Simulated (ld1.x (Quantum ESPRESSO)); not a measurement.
## Before and after: TM potential for zinc (Zn)

| Property | Result |
| --- | --- |
| Element | zinc |
| Generator | ld1.x (Quantum ESPRESSO) 7.5 |
| Type | norm-conserving Troullier–Martins (Kleinman–Bylander form) |
| Functional | PBE |
| Relativity | scalar-relativistic |
| Frozen core | [Ne] 3s2 |
| Valence charge | 18 |
| Reference configuration | 3p6 3d10 4s1.75 4p0 (charge +0.25) |
| Partial waves | 3p (bound): rc 0.60 bohr; 3d (bound): rc 0.75 bohr; 4f channel at 0.35 Ry: rc 1.95 bohr; 4s (bound): rc 2.05 bohr |
| Local potential | the s channel |
| Core correction | none |

Change: functional PBEsol.

Cutoffs: the cutoffs (Ry, on a coarse ladder) from which the occupation-weighted sum of valence levels, in a spherical-Bessel basis at the reference potential, stays within 10 and 1 mRy of its value at 400 Ry; they do not see the model core or the augmentation charge, which bear on the density cutoff. Errors are all-electron minus pseudo energies relative to the spin-unpolarised reference configuration.

Question: What does the change do?

Answer: The number of tests that count goes from 6 to 7; of the 6 tests that both files solve, the error grows in 1 and shrinks in 0 by more than 15 % and 0.3 meV (median size 367.6 → 370.6 meV); neither file shows a bound ghost at the reference potential, the only one tested.

| quantity | base | changed |
| --- | --- | --- |
| cutoff, loose | over 300 Ry | over 300 Ry |
| cutoff, tight | over 300 Ry | over 300 Ry |
| bound ghosts | none | none |
| tests counted (converged, no solver errors) | 6 of 7 | 7 of 7 |
| error for 3p6 3d10 4s2 4p0, meV [ΔE -1.73 eV] | 0.0 | -0.1 |
| error for 3p6 3d10 4s0 4p0, meV [ΔE 26.60 → 26.51 eV] | -33 | -41 |
| error for 3p6 3d9 4s0 4p0, meV [ΔE 67.14 → 67.02 eV] | -277 | -286 |
| error for 3p6 3d10 4s0 4p2, meV [ΔE 8.83 → 8.87 eV] | -1676 | -1690 |
| error for 3p5 3d10 4s2 4p0, meV [ΔE 90.30 → 90.16 eV] | -458 | -455 |
| error for 3p6 3d9 4s2 4p1, meV [ΔE 10.51 → 10.55 eV] | -1301 | -1322 |
| s: phases at 2.24 bohr within 0.05 rad from the reference energy up to (Ry; the scan ends near 5) | 3.4 | 3.4 |
| p: phases at 2.24 bohr within 0.05 rad from the reference energy up to (Ry; the scan ends near 5) | -1.3 | -1.3 |
| d: phases at 2.24 bohr within 0.05 rad from the reference energy up to (Ry; the scan ends near 5) | 0.6 | 0.6 |
| f: phases at 2.24 bohr within 0.05 rad from the reference energy up to (Ry; the scan ends near 5) | to the end of the scan | to the end of the scan |

Base: Tests not counted: 3p6 3d10 4s1 4p0 (pseudo-atom not self-consistent, printed error -4.3 meV). These tests converged, but a pseudo level misses the all-electron one widely, so the file describes the atom poorly there or has found another state: 3p6 3d9 4s0 4p0: empty 4p by 3.2 eV. ld1.x printed “convergence not achieved” for 3 of the counted tests; their residual had stalled under 1e-8, short of the target of 1e-14. Changed file: These tests converged, but a pseudo level misses the all-electron one widely, so the file describes the atom poorly there or has found another state: 3p6 3d9 4s0 4p0: empty 4p by 3.2 eV. ld1.x printed “convergence not achieved” for 4 of the counted tests; their residual had stalled under 1e-8, short of the target of 1e-14.
